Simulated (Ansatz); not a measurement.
One change: `C[SiH2][Se]C#N` becomes `CC[Se][SiH2]C`.

Ansatz, PBE0-D4/def2-TZVP geometries, multiplicity 1. Each molecule was computed in one conformer, which needn't be the lowest.

Scalar relativity is left out up to krypton.

```tsv
property	`C[SiH2][Se]C#N`
HOMO energy (PBE/def2-TZVPP) / eV	-6.42
HOMO energy (B3LYP/def2-TZVPP) / eV	-7.32
LUMO energy (PBE/def2-TZVPP) / eV	-1.57
size of the dipole moment (ωB97M-V/def2-TZVPP) / D	4.10
HOMO–LUMO gap (B3LYP/def2-TZVPP) / eV	6.43
HOMO energy (PBE0/def2-TZVPP) / eV	-7.55
```

Problem. Give the same properties after the change, and the shifts. (Best estimate.)

Solution. Ansatz gave: 
```
                                          property  `CC[Se][SiH2]C`  shift
                 HOMO energy (PBE/def2-TZVPP) / eV            -5.30   1.12
               HOMO energy (B3LYP/def2-TZVPP) / eV            -6.19   1.13
                 LUMO energy (PBE/def2-TZVPP) / eV            -0.91   0.66
size of the dipole moment (ωB97M-V/def2-TZVPP) / D             0.93  -3.17
             HOMO–LUMO gap (B3LYP/def2-TZVPP) / eV             5.90  -0.53
                HOMO energy (PBE0/def2-TZVPP) / eV            -6.42   1.13
```

With PBE0 the HOMO rises by 1.13 eV and the LUMO rises by 0.60 eV, so the gap narrows by about 0.53 eV. PBE moves the HOMO by 1.12 eV and ωB97M-V by 1.08 eV. Dipoles are sizes alone; their direction can turn.

B3LYP here is the variant with VWN-RPA as its local correlation; programs differ in this.

Spin–orbit coupling is left out; it splits and shifts lone-pair levels of the heavy atoms by tenths of an eV.
